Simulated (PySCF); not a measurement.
Cartesian coordinates (Å):
```xyz
4

C     -0.7629     0.0563     0.3778
C      0.5042     0.0162     0.0833
O      1.5901     0.0311    -0.3833
H     -1.3314    -0.1036     1.2837
```
Charge 0, spin multiplicity 2.

### Question
What total energy, highest occupied spin orbital and dipole moment does PBE-D3(BJ)/def2-TZVP run with PySCF 2.14.0 give?

### Answer

total energy: -151.8203 Ha
highest occupied spin orbital: -6.32 eV
dipole moment: 1.58 D
